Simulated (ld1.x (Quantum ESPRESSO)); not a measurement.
Dy (Z = 66), RRKJ: configuration errors across variants

```json
{
  "Element": "dysprosium",
  "Generator": "ld1.x (Quantum ESPRESSO) 7.5",
  "Type": "norm-conserving RRKJ (Kleinman–Bylander form)",
  "Functional": "PBE",
  "Relativity": "fully relativistic",
  "Frozen core": "[Kr]",
  "Valence charge": "30",
  "Reference configuration": "4d10 4f10 5s2 5p6 5d0.5 6s1.5 6p0",
  "Partial waves": "5s (bound): rc 2.00 bohr; 5p (bound): rc 2.50 bohr; 4d (bound): rc 0.85 bohr; 4f (bound): rc 0.75 bohr",
  "Local potential": "all-electron potential smoothed inside 0.55 bohr (lloc = -1)",
  "Core correction": "none"
}
```

Open shells are filled in proportion to 2j + 1 (rel_dist='average').

Occupied shells without a wave of their own: 5d, 6s. They enter only through the test configuration that unscreens the potential.

All-electron excitation energies from the reference (eV): (1) 4d10 4f10 5s2 5p6 5d0 6s2 6p0 -1.302; (2) 4d10 4f10 5s2 5p6 5d0 6s1 6p0 4.936; (3) 4d10 4f10 5s2 5p6 5d0 6s0 6p0 16.604; (4) 4d9 4f10 5s2 5p6 5d0 6s2 6p0 159.741; (5) 4d10 4f9 5s2 5p6 5d0 6s0 6p0 42.182; (6) 4d10 4f9 5s2 5p6 5d1 6s1 6p0 9.849.

For the base: The 5d, 6s levels have no wave, so the channel is fitted at the deeper level alone: the likely source of the large errors.

On the changes marked as counting shells twice: ld1.x takes every shell without a wave as core, so the model core holds the marked electrons as well and exchange and correlation see them twice. This cancels in the reference configuration, but the file is broken for other ones, and its errors say nothing about a proper core correction.

Tests that are not counted but printed errors over 1 eV. “base”: 4d10 4f10 5s2 5p6 5d0 6s0 6p2 (solver errors, printed error -7.9 eV). “local potential the s channel”: all (the test run did not reproduce the reference configuration, from which every error is measured). “core correction a·sin(br)/r model core inside 0.66 bohr (5d, 6s counted twice)”: 4d10 4f10 5s2 5p6 5d0 6s0 6p2 (solver errors, printed error -8.3 eV). “wave 4f (bound): rc 0.75 bohr becomes 4f (bound): rc 0.80 bohr”: 4d10 4f10 5s2 5p6 5d0 6s0 6p2 (solver errors, printed error -7.9 eV). “wave 4d (bound): rc 0.85 bohr becomes 4d (bound): rc 0.92 bohr”: 4d10 4f10 5s2 5p6 5d0 6s0 6p2 (solver errors, printed error -7.8 eV).

5 further variants failed, have other tests or another functional or relativity, and are left out.

The file “local potential the s channel” misses its own reference levels by 0.6 eV.

Errors AE − PS in meV (a dash: test not solved or not reliable):

| change | (1) | (2) | (3) | (4) | (5) | (6) | bound ghosts |
| --- | --- | --- | --- | --- | --- | --- | --- |
| base | +3.5 | -18 | -57 | +200 | +27 | +85 | not determined |
| local potential the s channel | – | – | – | – | – | – | not determined |
| core correction a·sin(br)/r model core inside 0.66 bohr (5d, 6s counted twice) | 0.0 | -118 | -523 | +160 | -561 | +17 | not determined |
| wave 4f (bound): rc 0.75 bohr becomes 4f (bound): rc 0.80 bohr | +3.4 | -18 | -57 | +171 | +27 | +87 | not determined |
| wave 4d (bound): rc 0.85 bohr becomes 4d (bound): rc 0.92 bohr | +15 | +1.6 | -27 | +248 | +81 | +66 | not determined |
| wave 5p (bound): rc 2.50 bohr becomes 5p (bound): rc 3.00 bohr | +3.2 | -19 | -64 | +111 | -67 | +38 | not determined |
| all radii scaled by about 1.09 (s 2.18, p 2.72, d 0.92, f 0.82 bohr); local potential all-electron potential smoothed inside 0.60 bohr (lloc = -1) | -14 | +46 | +138 | – | +233 | – | not determined |

Task: Give the same row for: type TM; local potential the f channel.

Result: +45, -44, -204, +383, -180, +55; bound ghosts: not determined. Not counted: 4d10 4f10 5s2 5p6 5d0 6s0 6p2 (solver errors, printed error -8.0 eV).
